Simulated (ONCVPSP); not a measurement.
Cutoff test, lutetium (Lu), ONCV

ONCVPSP 4.0.1 input, shortened (lines: element, Z, core and valence counts, functional; n l f; lmax; l rc ep ncon nbas qcut; lloc lpopt rc5 dvloc0; l nproj debl; icmod fcfact rcfact), PBE, scalar-relativistic:

```
  Lu 71.00    9    5        4      upf
    1    0    2.00
    2    0    2.00
    2    1    6.00
    3    0    2.00
    3    1    6.00
    3    2   10.00
    4    0    2.00
    4    1    6.00
    4    2   10.00
    4    3   14.00
    5    0    2.00
    5    1    6.00
    5    2    1.00
    6    0    2.00
    3
    0    2.05    0.00    4    8    3.60
    1    1.35    0.00    4    7    5.70
    2    2.80    0.00    3    8    4.50
    3    1.10    0.00    4    8   16.80
    3    5    1.10    0.00
    0    2    3.50
    1    1    1.00
    2    3    2.30
    3    0    2.00
    3    3.25    1.15
```

Question: For each optimised wave give the share of its norm inside rc, the residual kinetic energy above qcut (Ha) and the cutoffs (Ha) for errors of 10, 1, 0.1 and 0.01 mHa per electron.

Answer:

| wave | norm inside rc | residual KE | 10 mHa | 1 mHa | 0.1 mHa | 0.01 mHa |
| --- | --- | --- | --- | --- | --- | --- |
| 5s | 0.972 | 2.4e-04 | 3.9 | 5.3 | 23.3 | 42.5 |
| 6s | 0.076 | 7.1e-04 | 3.2 | 5.1 | 29.6 | 53.6 |
| 5p | 0.517 | 1.0e-02 | 16.3 | 65.0 | 80.7 | 107.5 |
| 5d | 0.567 | 1.1e-05 | 5.8 | 7.5 | 8.9 | 10.7 |
| d projector 2 | 0.200 | 6.9e-04 | 8.0 | 9.8 | 25.1 | 51.2 |
| d projector 3 | 0.158 | 6.2e-03 | 9.7 | 16.6 | 43.3 | 54.4 |
| 4f | 0.856 | 4.6e-06 | 102.1 | 115.5 | 126.2 | 135.6 |

The occupied waves need 116 Ha and 126 Ha for 1 and 0.1 mHa. Note: ghosts flagged at negative energy: s at -461.9 eV, p at -248.0 eV, d at -5.0 eV; no localised positive-energy state flagged. A true bound ghost makes a file unfit for plane-wave use. 4 of 4 tests not solved or not reliable.
